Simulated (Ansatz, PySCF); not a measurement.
Complex: CH5N (SMILES CN) (first 7 atoms) with H4OSi (SMILES O[SiH3]); geometry from B3LYP-D3(BJ)/def2-TZVP, rigid monomers moved along the line of their centres of mass till N2···H10 is 1.62 Å.
(charge 0, multiplicity 1):
```xyz
13

C      0.23804    -0.36064    -0.12009
N     -0.26851     0.97108     0.23593
H     -0.45843    -1.11576     0.24456
H      1.19232    -0.52429     0.38071
H      0.38087    -0.51185    -1.19492
H     -1.16393     1.14785    -0.20461
H      0.36596     1.69609    -0.07860
O     -0.49995     1.02270     2.83267
Si    -0.06257    -0.35839     3.58776
H     -0.43320     1.06219     1.84615
H     -0.88099    -1.52568     3.15624
H     -0.24811    -0.15934     5.04205
H      1.35971    -0.71952     3.33209
```

Interaction energies are E(AB) − E(A) − E(B) at the monomers' geometry in the complex; basis-set methods are counterpoise corrected.

Frozen-core correlation.

Codes used: Ansatz (a first-principles code) with Gaussian orbitals; PySCF for the dispersion terms. Values without a source in brackets are computed.

PBE/def2-TZVPPD gives -399.5 meV for the interaction energy.

How do the other levels lie against it? Give each less PBE: PBE-D3(BJ)/def2-TZVPPD, r2SCAN/def2-TZVPPD, PBE0/def2-TZVPPD, wB97M-V/def2-TZVPPD, MP2/aug-cc-pV(D+d)Z, CCSD(T)/aug-cc-pV(D+d)Z.

PBE-D3(BJ)/def2-TZVPPD -79.7; r2SCAN/def2-TZVPPD -34.3; PBE0/def2-TZVPPD 5.4; wB97M-V/def2-TZVPPD 3.1; MP2/aug-cc-pV(D+d)Z 49.0; CCSD(T)/aug-cc-pV(D+d)Z 72.1 meV. 4 of 6 lie above PBE; the widest gap is to PBE-D3(BJ)/def2-TZVPPD.
